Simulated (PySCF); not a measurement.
These compounds are isomers of formula C$_{7}$H$_{8}$F$_{4}$O.

A. `CC1=CC[C@@](F)(C(F)(F)F)CO1`
B. `CC(C)/C=C(/C(=O)F)C(F)(F)F`
C. SMILES CC/C(=C(/C)C(=O)F)C(F)(F)F
D. SMILES C[C@@H]1[C@@H](C(=O)F)C[C@@H]1C(F)(F)F

Spectrum 1. 1H NMR (400 MHz, computed): δ 7.53 (m, 1H), 3.56 (m, 1H), 1.16 (d, 6H). 13C{1H} NMR (computed): δ 175.6 (CH), 159.8 (C), 131.9 (C), 122.3 (C), 32.6 (CH), 23.9 (CH3).

Spectrum 2. 1H NMR (400 MHz, computed): δ 2.87 (m, 1H), 2.83 (m, 1H), 2.70 (m, 1H), 2.70 (m, 1H), 2.22 (m, 1H), 1.52 (d, 3H). 13C{1H} NMR (computed): δ 175.0 (C), 137.4 (C), 42.4 (CH), 40.0 (CH), 39.1 (CH), 21.2 (CH2), 18.8 (CH3).

Spectrum 3. 1H NMR (400 MHz, computed): δ 3.09 (q, 2H), 2.36 (s, 3H), 1.22 (t, 3H). 13C{1H} NMR (computed): δ 165.6 (C), 165.2 (C), 135.1 (C), 133.0 (C), 27.7 (CH2), 20.0 (CH3), 16.3 (CH3).

Spectrum 4. 1H NMR (400 MHz, computed): δ 4.75 (m, 1H), 4.63 (m, 1H), 3.98 (m, 1H), 2.83 (m, 1H), 2.69 (m, 1H), 1.89 (s, 3H). 13C{1H} NMR (computed): δ 160.6 (C), 133.5 (C), 97.3 (CH), 91.1 (C), 67.9 (CH2), 32.3 (CH2), 22.4 (CH3).

[PySCF 2.14.0 with density-fitted response routines: geometry: GFN2-xTB; PBE0/pcSseg-1 with gauge-including orbitals; one averaged value for each set of equivalent atoms; a single conformation; no relativistic terms; gas phase]

Referencing at the same level of theory: 1H (σ = 31.72 ppm), 13C (σ = 186.93 ppm) vs TMS. Splittings of carbon signals by F and P are missing where no couplings were computed. Where no couplings were computed, multiplicities follow the n + 1 count of equivalent neighbours, and m marks all less simple cases (inequivalent or close neighbours, rings, F or P nearby). Shifts are as computed. Against solution values, carbons near 30 ppm lie about +3 ppm off and those near 130 ppm about +5 ppm. Of 1211 compounds with measured shifts, 218 miss one by over three times the rms of a fit or turn the order of signals round; such compounds aren't used in these exercises.

Q: Match each spectrum to its structure.

A: 1–B, 2–D, 3–C, 4–A.

- Spectrum 1 (B): 6 13C signals; δC 175.6 is a β carbon of a C=C–C=O unit; δC 131.9 is a CF3 carbon.
- Spectrum 2 (D): 7 13C signals; δC 137.4 is a CF3 carbon; δC 42.4 is an sp3 CH α to a carbonyl.
- Spectrum 3 (C): 7 13C signals; δC 165.2 is a β carbon of a C=C–C=O unit; δC 135.1 is an α carbon of a C=C–C=O unit.
- Spectrum 4 (A): 7 13C signals; δC 160.6 is an alkene carbon bearing oxygen; δC 133.5 is a CF3 carbon.
